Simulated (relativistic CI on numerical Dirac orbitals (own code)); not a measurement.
## Level scheme of Pt XXXV

Method of calculation: Dirac-Coulomb-Breit CI, orbitals from a KLI potential per configuration, model QED, unscaled Slater integrals (own radial code, finite nucleus).

Configurations in the expansion (outside the closed core [Ar] 3d10): 4s2.4p6.4d8, 4s2.4p6.4d7.4f, 4s2.4p5.4d9, 4s.4p6.4d9, 4s2.4p5.4d8.4f, 4s.4p6.4d8.4f, 4s2.4p6.4d7.5s, 4s2.4p6.4d6.4f.5s, 4s2.4p6.4d7.5p, 4s2.4p5.4d8.5s, 4s2.4p6.4d7.5f, 4s2.4p6.4d6.5s.5p, 4p6.4d9.4f, 4s.4p6.4d7.4f.5s, 4s2.4p5.4d8.5d, 4s2.4p6.4d7.6p, 4s.4p6.4d8.5p, 4s2.4p6.4d7.6f, 4p6.4d9.5p, 4s2.4p5.4d8.5g, 4s2.4p5.4d8.6s, 4s2.4p6.4d7.7p, 4p6.4d8.4f.5s, 4p6.4d10, 4p5.4d10.4f, 4p6.4d9.5s, 4p5.4d10.5s, 4p5.4d9.4f.5s. Double excitations out of closed p, d and f shells are left out; levels of such configurations are missing from the list, as are those of other unlisted configurations, and high levels can miss mixing partners. These lack a partner that the ground configuration has and come out too high: 4s2.4p5.4d8.5d, 4s2.4p5.4d8.5g, 4s2.4p5.4d8.6s.

The lowest level is 4s2.4p6.4d8 3F_4, with 88 % of that term; Hund's rules for 4s2.4p6.4d8 give 3F with J = 4, in agreement.

| No. | Configuration | Term | J | E (cm⁻¹) | % | Next component (%) | jj configuration (%) |
| --- | --- | --- | --- | --- | --- | --- | --- |
| 1 | 4s2.4p6.4d8 | 3F | 4 | 0 | 88 | 12 1G | 4d5/2^4 (98) |
| 2 | 4s2.4p6.4d8 | 1D | 2 | 32390 | 49 | 40 3P | 4d5/2^4 (99) |
| 3 | 4s2.4p6.4d8 | 3P | 0 | 104231 | 57 | 43 1S | 4d5/2^4 (97) |
| 4 | 4s2.4p6.4d8 | 3F | 3 | 173121 | 99 | 1 4s2.4p5.4d8.4f 3F | 4d3/2^3 4d5/2^5 (99) |
| 5 | 4s2.4p6.4d8 | 3P | 2 | 206318 | 51 | 33 3F | 4d3/2^3 4d5/2^5 (98) |
| 6 | 4s2.4p6.4d8 | 3P | 1 | 222492 | 99 | 1 4s2.4p5.4d8.4f 3P | 4d3/2^3 4d5/2^5 (99) |
| 7 | 4s2.4p6.4d8 | 1G | 4 | 226126 | 88 | 12 3F | 4d3/2^3 4d5/2^5 (98) |
| 8 | 4s2.4p6.4d8 | 3F | 2 | 372489 | 56 | 35 1D | 4d3/2^2 4d5/2^6 (98) |
| 9 | 4s2.4p6.4d8 | 1S | 0 | 466223 | 57 | 43 3P | 4d3/2^2 4d5/2^6 (97) |
| 10 | 4s2.4p5.4d9 | 1D° | 2 | 1644856 | 43 | 28 3P° | 4p3/2^3 4d5/2^5 (78) |
| 11 | 4s2.4p5.4d9 | 3F° | 4 | 1645816 | 87 | 11 4s2.4p6.4d7.4f 3F° | 4p3/2^3 4d5/2^5 (87) |
| 12 | 4s2.4p5.4d9 | 3D° | 3 | 1656726 | 49 | 26 4s2.4p6.4d7.4f 3D° | 4p3/2^3 4d5/2^5 (58) |
| 13 | 4s2.4p6.4d7.4f | 3G° | 4 | 1705396 | 28 | 22 5G° | 4d5/2^3 4f5/2 (93) |
| 14 | 4s2.4p6.4d7.4f | 5G° | 5 | 1707584 | 40 | 21 3G° | 4d5/2^3 4f5/2 (81) |
| 15 | 4s2.4p6.4d7.4f | 3D° | 1 | 1724566 | 28 | 19 4s2.4p5.4d9 1P° | 4d5/2^3 4f5/2 (53) |
| 16 | 4s2.4p6.4d7.4f | 5G° | 6 | 1726582 | 42 | 23 5H° | 4d5/2^3 4f5/2 (62) |
| 17 | 4s2.4p6.4d7.4f | 5P° | 2 | 1726835 | 26 | 25 3P° | 4d5/2^3 4f5/2 (90) |
| 18 | 4s2.4p6.4d7.4f | 3F° | 2 | 1737224 | 46 | 19 3D° | 4d5/2^3 4f5/2 (88) |
| 19 | 4s2.4p6.4d7.4f | 3F° | 3 | 1737876 | 25 | 18 5F° | 4d5/2^3 4f5/2 (66) |
| 20 | 4s2.4p6.4d7.4f | 3I° | 7 | 1742493 | 29 | 22 5I° | 4d5/2^3 4f5/2 (88) |
| 21 | 4s2.4p6.4d7.4f | 3G° | 4 | 1753363 | 29 | 19 1G° | 4d5/2^3 4f5/2 (84) |
| 22 | 4s2.4p6.4d7.4f | 3F° | 3 | 1761870 | 38 | 19 3G° | 4d5/2^3 4f5/2 (81) |
| 23 | 4s2.4p6.4d7.4f | 3H° | 6 | 1766917 | 41 | 16 5G° | 4d5/2^3 4f7/2 (62) |
| 24 | 4s2.4p6.4d7.4f | 5I° | 8 | 1770440 | 60 | 34 3K° | 4d5/2^3 4f7/2 (98) |
| 25 | 4s2.4p6.4d7.4f | 3D° | 1 | 1776233 | 39 | 19 4s2.4p5.4d9 3P° | 4d5/2^3 4f5/2 (47) |
| 26 | 4s2.4p6.4d7.4f | 3D° | 2 | 1781128 | 36 | 17 1D° | 4d5/2^3 4f7/2 (86) |
| 27 | 4s2.4p6.4d7.4f | 3P° | 0 | 1783135 | 49 | 45 5D° | 4d5/2^3 4f5/2 (93) |
| 28 | 4s2.4p6.4d7.4f | 5H° | 7 | 1785741 | 41 | 38 3I° | 4d5/2^3 4f7/2 (86) |
| 29 | 4s2.4p6.4d7.4f | 3G° | 5 | 1790768 | 37 | 21 5F° | 4d5/2^3 4f7/2 (66) |
| 30 | 4s2.4p6.4d7.4f | 3F° | 3 | 1797726 | 29 | 16 5P° | 4d5/2^3 4f5/2 (66) |
| 31 | 4s2.4p6.4d7.4f | 3F° | 4 | 1807456 | 30 | 28 3G° | 4d5/2^3 4f7/2 (47) |
| 32 | 4s2.4p6.4d7.4f | 3D° | 2 | 1809984 | 26 | 24 5D° | 4d5/2^3 4f5/2 (44) |
| 33 | 4s2.4p6.4d7.4f | 3P° | 1 | 1810795 | 36 | 31 5D° | 4d5/2^3 4f5/2 (70) |
| 34 | 4s2.4p6.4d7.4f | 3F° | 3 | 1817235 | 20 | 18 3D° | 4d5/2^3 4f7/2 (42) |
| 35 | 4s2.4p5.4d9 | 3D° | 2 | 1823743 | 32 | 23 4s2.4p6.4d7.4f 3D° | 4p3/2^3 4d3/2^3 4d5/2^6 (54) |
| 36 | 4s2.4p6.4d7.4f | 3H° | 5 | 1825376 | 32 | 25 3G° | 4d5/2^3 4f5/2 (63) |
| 37 | 4s2.4p6.4d7.4f | 3H° | 4 | 1837010 | 21 | 20 3F° | 4d5/2^3 4f7/2 (52) |
| 38 | 4s2.4p5.4d9 | 3D° | 1 | 1845520 | 30 | 24 3P° | 4p3/2^3 4d3/2^3 4d5/2^6 (59) |
| 39 | 4s2.4p6.4d7.4f | 3F° | 4 | 1846277 | 30 | 21 5F° | 4d5/2^3 4f7/2 (52) |
| 40 | 4s2.4p6.4d7.4f | 3H° | 6 | 1846289 | 44 | 33 5G° | 4d5/2^3 4f7/2 (92) |
| 41 | 4s2.4p6.4d7.4f | 5H° | 5 | 1846749 | 28 | 21 3H° | 4d3/2^3 4d5/2^4 4f5/2 (42) |
| 42 | 4s2.4p5.4d9 | 3P° | 0 | 1853151 | 67 | 25 4s2.4p6.4d7.4f 3P° | 4p3/2^3 4d3/2^3 4d5/2^6 (67) |
| 43 | 4s2.4p6.4d7.4f | 5G° | 3 | 1860308 | 47 | 17 3G° | 4d3/2^3 4d5/2^4 4f5/2 (87) |
| 44 | 4s2.4p6.4d7.4f | 3P° | 1 | 1860559 | 28 | 20 3D° | 4d5/2^3 4f7/2 (60) |
| 45 | 4s2.4p6.4d7.4f | 3F° | 4 | 1863534 | 27 | 22 5D° | 4d5/2^3 4f7/2 (73) |

Energies count from the lowest computed level; ° marks odd parity. Filled j subshells are mostly left out of the jj labels.

The mean weight of the leading LS term, summed over parents, in these 45 levels is 44 %, and that of the leading jj configuration (from the same eigenvectors) 76 %, so jj coupling describes them better and the LS labels are nominal.

At this charge energies of transitions that change n are usually good to better than 1 %, and those within a shell (Δn = 0) to a few per cent. Terms inside the open d or f shell come out 10 to 20 % too wide with unscaled integrals.

LS names give the leading component of a level, which can be under half, so a name can repeat, a term be missing and a line seem to break the LS rules.
